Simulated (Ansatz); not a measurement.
`C[Si]1(C)C=CC=C1C1=CC=C[Si]1(C)C` was relaxed with PBE-D4 (def2-SVP) in Ansatz in these states: charge -1 doublet, neutral singlet. The geometries follow in no particular order.

A:

```xyz
32

C    -2.7766   -1.4701    1.4827
Si   -1.5828   -0.0465    1.8427
C    -2.4759    1.6215    1.8067
C    -0.5455   -0.3117    3.3933
C     0.7598   -0.3965    2.9909
C     1.0372   -0.2717    1.5551
C    -0.0416   -0.0768    0.7134
C     0.0410    0.0694   -0.7142
C    -1.0380    0.2628   -1.5560
C    -0.7599    0.3943   -2.9912
C     0.5459    0.3164   -3.3930
Si    1.5829    0.0472   -1.8427
C     2.7720    1.4721   -1.4730
C     2.4809   -1.6184   -1.8158
H    -3.5935   -1.5078    2.2328
H    -2.2395   -2.4397    1.5048
H    -3.2355   -1.3558    0.4790
H    -3.2908    1.6574    2.5590
H    -2.9214    1.8080    0.8077
H    -1.7657    2.4446    2.0236
H    -0.8327   -0.3968    4.4521
H     1.6003   -0.5529    3.6911
H     2.0785   -0.3340    1.1902
H    -2.0797    0.3205   -1.1916
H    -1.6006    0.5489   -3.6915
H     0.8334    0.4049   -4.4514
H     2.2334    2.4408   -1.4967
H     3.5943    1.5127   -2.2171
H     3.2242    1.3562   -0.4664
H     1.7722   -2.4429   -2.0316
H     3.2915   -1.6492   -2.5730
H     2.9325   -1.8070   -0.8199
```

B:

```xyz
32

C    -2.199    0.664    2.597
Si   -2.057   -0.541    1.121
C    -1.815   -2.285    1.861
C    -3.427   -0.405   -0.135
C    -2.806   -0.029   -1.327
C    -1.380    0.159   -1.339
C    -0.696   -0.056   -0.117
C     0.695    0.063    0.119
C     1.379   -0.153    1.341
C     2.806    0.031    1.327
C     3.427    0.405    0.135
Si    2.057    0.541   -1.120
C     2.193   -0.668   -2.593
C     1.822    2.284   -1.866
H    -3.055    0.403    3.256
H    -2.351    1.697    2.226
H    -1.272    0.653    3.208
H    -2.666   -2.573    2.516
H    -0.881   -2.335    2.459
H    -1.739   -3.033    1.046
H    -4.514   -0.562   -0.068
H    -3.378    0.130   -2.263
H    -0.860    0.457   -2.268
H     0.859   -0.448    2.270
H     3.378   -0.128    2.264
H     4.515    0.560    0.068
H     2.345   -1.701   -2.219
H     3.047   -0.412   -3.256
H     1.264   -0.658   -3.201
H     1.746    3.034   -1.053
H     2.675    2.568   -2.520
H     0.889    2.336   -2.467
```

Problem. Judge from the bond lengths which geometry belongs to which state (an estimate).

Solution. A is the neutral singlet (C6–C7 1.382 Å, C8–C9 1.382 Å, C5–C6 1.468 Å); B is the charge -1 doublet (C6–C7 1.417 Å, C8–C9 1.417 Å, C5–C6 1.438 Å).

At PBE-D4/def2-SVP the highest occupied level of the relaxed charge -1 doublet lies above zero (up to 1.18 eV). By energy differences its removal costs 0.80 eV (each at its own geometry, to the charge 0 singlet, at PBE-D4/def2-SVP); self-interaction error and the lack of diffuse functions both raise the level.
